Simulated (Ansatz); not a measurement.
Reaction (formal exchange of groups at a B–O bond): `BOB(N)Cl` + `CCCCF` → `NB(Cl)CF` + `BOCCC`

Calculated with Ansatz (gas phase, PBE0-D4/def2-TZVP geometries, no zero-point term in ΔE). CBS: MP2 limit from def2 TZ/QZ plus the TZ coupled-cluster correction, frozen cores. DFT in def2-TZVPP. B3LYP here is the variant with VWN-RPA as its local correlation; programs differ in this. One conformer a species, not always the lowest.

```csv
level,ΔE (kJ/mol),difference from CCSD(T)/CBS
r2SCAN-D4,152.7,-2.7
PBE0-D4,149.4,-6.0
B3LYP-D4,149.7,-5.7
B2PLYP,153.1,-2.3
PBE,140.8,-14.6
r2SCAN,152.6,-2.8
B3LYP,148.7,-6.7
HF/def2-TZVPP,166.2,10.8
SCS-MP2/def2-TZVPP,157.4,2.0
CCSD/def2-TZVPP,156.1,0.7
CCSD(T)/def2-TZVPP,154.1,-1.3
MP2/def2-QZVPP,160.9,5.5
SCS-MP2/def2-QZVPP,158.4,3.0
HF/CBS(def2),166.6,11.2
MP2/CBS(def2),161.4,6.0
CCSD/CBS(def2),157.4,2.0
CCSD(T)/CBS,155.4,0
```

Largest T1 diagnostic among the species: 0.012.

From PBE to PBE0 (25 % exact exchange), in def2-TZVPP and without D4, ΔE moves by +8.3 kJ/mol. In def2-TZVPP, CCSD(T) changes the Hartree–Fock value by −12.1 kJ/mol (the triples alone add −2.0 kJ/mol) and MP2 by −6.1 kJ/mol.
